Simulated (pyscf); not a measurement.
**•HN–InH₂, doublet**

Gas-phase minimum from PySCF at ωB97X-D3(BJ)/def2-SVP, one conformer. •HN–InH₂ lies 41.4 kcal/mol over its isomer [H₂N–InH]• (electronic energy, ωB97M-D3(BJ)/def2-TZVP). 

```
In
H 1 1.7216
H 1 1.7217 2 125.85
N 1 2.0738 2 116.90 3 -172.20
H 4 1.0315 1 115.07 2 -93.60
```
Charge 0, spin multiplicity 2.

Properties at ωB97X-D3(BJ)/def2-SVP:

```json
{
  "harmonic_wavenumbers_unscaled": "240, 366, 476, 548, 597, 674, 1836, 1849, 3475 cm⁻¹",
  "zero_point_energy": "14.4 kcal/mol",
  "rotational_symmetry_number": "1",
  "Entropy of this conformer at 298 K and 1 atm, rigid rotor and harmonic oscillator, modes under 100 cm⁻¹ raised to 100": "286.4 J/(mol K)",
  "dipole_moment": "1.70 D",
  "Spin expectation value S2": "0.755"
}
```

Single-point totals, which compare only within one level (frozen core for MP2 and CC):

| level | total energy (hartree) |
|---|---|
| ωB97X-D3(BJ)/def2-TZVP | -246.70178 |
| PBE/def2-TZVP | -246.54299 |
| r²SCAN/def2-TZVP | -246.65468 |
| B3LYP-D3(BJ)/def2-TZVP | -246.69082 |
| PBE0-D3(BJ)/def2-TZVP | -246.54766 |
| M06-2X/def2-TZVP | -246.50786 |
| ωB97M-D3(BJ)/def2-TZVP | -246.65368 |
| UHF/def2-TZVPP | -245.35509 |
| MP2/def2-TZVPP | -245.82200 |
| CCSD/def2-TZVPP | -245.84207 |
| CCSD(T)/def2-TZVPP | -245.85723 |

The CCSD(T) − MP2 part came from Ansatz, without density fitting, on the same reference. The frozen core leaves the outer d or s,p core shells of the metals and heavy elements correlated in the MP2 and CC values, and def2-TZVPP describes them poorly, so these totals are far from the basis limit. Elements past Kr carry the def2 core potentials, without spin-orbit coupling.
